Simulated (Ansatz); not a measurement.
Relaxation of BCl₂FH₃N (8 atoms, charge 0, multiplicity 1), to a largest force component of 0.03 eV/Å in at most 50 steps.

Level of theory: RHF/def2-SVP in Ansatz 0.2.0.

```xyz
8
Properties=species:S:1:pos:R:3:forces:R:3
B -0.025 0.559 -0.505 -0.05 0.75 -0.12
F 0.082 -0.091 1.941 -0.06 0.19 0.48
N 1.239 0.127 -0.844 -0.02 0.03 -0.01
H 1.409 -0.794 -1.190 0.01 0.00 0.00
H 2.056 0.672 -0.662 0.01 -0.01 -0.02
Cl -1.466 -0.409 -0.839 -0.02 0.00 0.00
Cl -0.243 2.270 0.121 0.08 -0.67 -0.26
H -0.130 0.756 2.195 0.06 -0.30 -0.08
```

Q: Where does it end, and by what steps?

A: The forces met the threshold. The force dipped under the threshold on the way, but the program's further checks kept it going. After 12 steps the energy has fallen by 0.133 eV; F2 moved furthest, 0.65 Å.

```tsv
step	energy less start (eV)	largest force component (eV/Å)	accepted
0	0.0000	0.750	yes
1	-0.0780	0.885	yes
2	-0.0842	1.810	yes
3	-0.1262	0.384	yes
4	-0.0774	1.766	no
5	-0.1274	0.163	yes
6	-0.1298	0.243	yes
7	-0.1283	0.171	no
8	-0.1321	0.024	yes
9	-0.1321	0.178	no
10	-0.1327	0.065	yes
11	-0.1328	0.040	yes
12	-0.1329	0.029	yes
```

```xyz
8
Properties=species:S:1:pos:R:3
B -0.020 0.560 -0.659
F 0.073 -0.022 2.587
N 1.250 0.124 -0.965
H 1.418 -0.757 -1.407
H 2.071 0.635 -0.715
Cl -1.452 -0.385 -1.089
Cl -0.243 2.137 0.162
H -0.175 0.799 2.303
```

Whether the end is a true minimum wasn't checked by a vibrational analysis.

Run time: 16 s on 1 thread of Intel(R) Xeon(R) 6975P-C (Granite Rapids), on a shared host, peak memory 0.2 GiB.
